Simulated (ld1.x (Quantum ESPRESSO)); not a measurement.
**Fe: excitation energies, all-electron against TM**

| Item | Value |
| --- | --- |
| Element | Fe (Z = 26) |
| Generator | ld1.x (Quantum ESPRESSO) 7.5 |
| Type | norm-conserving Troullier–Martins (Kleinman–Bylander form) |
| Functional | Wu–Cohen |
| Relativity | fully relativistic |
| Frozen core | [Ne] 3s2 |
| Valence charge | 14 |
| Reference configuration | 3p6 3d6 4s2 4p0 |
| Partial waves | 4s (bound): rc 1.85 bohr; 3p (bound): rc 1.00 bohr; 3d (bound): rc 1.75 bohr |
| Local potential | all-electron potential smoothed inside 0.75 bohr (lloc = -2) |
| Core correction | a·sin(br)/r model core inside 0.65 bohr |

Open shells are filled in proportion to 2j + 1 (rel_dist='average').

Energies are relative to the spin-unpolarised reference configuration 3p6 3d6 4s2 4p0; without spin polarisation the order of configurations can differ from experiment. The frozen-core shift is the all-electron ΔE with the core orbitals held at their reference shape minus the fully relaxed ΔE.

| valence configuration | charge | ΔE all-electron (eV) | error AE − PS (meV) | frozen-core shift (meV) |
| --- | --- | --- | --- | --- |
| 3p6 3d6 4s1 4p0 | +1 | 8.761 | -1.6 | +0.3 |
| 3p6 3d6 4s0 4p0 | +2 | 24.851 | -21 | +1.5 |
| 3p6 3d5 4s0 4p0 | +3 | 59.071 | +48 | +31 |
| 3p6 3d7 4s1 4p0 | 0 | -0.800 | -23 | +9.7 |
| 3p6 3d6 4s0 4p1 | +1 | 13.868 | -2.1 | +0.7 |
| 3p6 3d7 4s0 4p0 | +1 | 6.572 | -52 | +17 |

**Question.** What are ΔE and the potential's error for 3p6 3d5 4s2 4p0?

**Answer.** ΔE = 14.252 eV all-electron; the error (AE − PS) is +30 meV.

Levels in the configuration 3p6 3d6 4s0 4p0:

```
   level  all-electron (eV)  pseudo (eV)
3p j=1/2            -79.429      -79.277
3p j=3/2            -77.887      -77.738
3d j=3/2            -25.801      -25.769
3d j=5/2            -25.643      -25.611
```

Note: ghost state, extra bound levels that the all-electron valence spectrum of the same l lacks: s at -146.4 eV. A true bound ghost makes a file unfit for plane-wave use.
